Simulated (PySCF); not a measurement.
C4H8OSi, SMILES C(#C)[SiH2]CCO. Coordinates come from a r2SCAN-D4/def2-SVP optimisation. This is a generated structure with no PubChem entry under its InChIKey; it may be hypothetical. One conformer was computed; it need not be the lowest.

Question: Give the equilibrium geometry at r2SCAN-D4/def2-SVP (PySCF confirms it by a frequency run) as a Z-matrix. (The exact figures need the calculation; the answer reports its results.)

Answer: Several could match; the one computed here: 
```
C
H 1 1.1048
H 1 1.1075 2 105.86
C 1 1.5279 2 110.38 3 -119.84
H 4 1.1021 1 109.59 2 -53.19
H 4 1.1099 5 107.03 1 -119.81
O 4 1.4144 5 105.66 6 -118.85
H 7 0.9669 4 107.64 5 179.50
Si 1 1.8918 2 108.91 3 115.76
H 9 1.4908 1 112.22 2 -165.46
H 9 1.4947 10 107.85 1 -120.18
C 9 1.8355 10 109.56 11 -117.90
C 12 1.2213 11 149.15 9 -177.00
H 13 1.0757 5 123.06 4 -163.39
```
